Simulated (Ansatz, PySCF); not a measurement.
C3H6Cl, SMILES C[C](C)Cl (connectivity only; charge and spin as stated), charge +1, multiplicity 1. Atoms are numbered in the order given.

```xyz
10

C     -1.0855     0.3689    -1.1962
C      0.0485     0.2575    -0.2778
C      1.4319     0.4604    -0.7101
Cl    -0.2455    -0.1131     1.3150
H     -1.3496     1.4522    -1.2056
H     -0.7900     0.1238    -2.2285
H     -1.9755    -0.1825    -0.8653
H      1.7693    -0.5329    -1.0883
H      2.1097     0.7476     0.1047
H      1.4860     1.1436    -1.5722
```
Charge +1, spin multiplicity 1.

Geometry: B3LYP-D3(BJ)/def2-SVP. The multiplicity is an assumed one; other spin states were not compared. The isomer is the one that the SMILES or the coordinates give; other isomers of the formula were not compared.

Two levels are set side by side: PBE-D3(BJ)/def2-SVP (Ansatz, an electronic-structure program) and B3LYP-D3(BJ)/def2-SVP (Ansatz). Each level has its own optimised geometry; the coordinates shown are those of the second. Frequencies come from the Hessian of PySCF at each geometry. Differences are taken from unrounded values.

```csv
quantity,B3LYP-D3(BJ),PBE-D3(BJ),PBE-D3(BJ) minus B3LYP-D3(BJ)
mean bond length (Å),1.246,1.253,0.006
bond C1–C2 (Å),1.463,1.463,0.000
bond C2–C3 (Å),1.463,1.463,0.000
bond C2–Cl4 (Å),1.662,1.669,0.007
bond C1–H5 (Å),1.115,1.123,0.008
bond C1–H6 (Å),1.101,1.109,0.008
bond C1–H7 (Å),1.098,1.106,0.008
bond C3–H8 (Å),1.115,1.123,0.008
bond C3–H9 (Å),1.098,1.106,0.008
bond C3–H10 (Å),1.101,1.109,0.008
highest harmonic wavenumber (cm⁻¹),3175,3116,-59
mean harmonic wavenumber (cm⁻¹),1468,1429,-39
zero-point energy (kcal/mol),50.37,49.03,-1.34
```

GGA bonds tend to be longer and softer than those of functionals with exact exchange. Differences between two approximate levels are no errors against the true value.
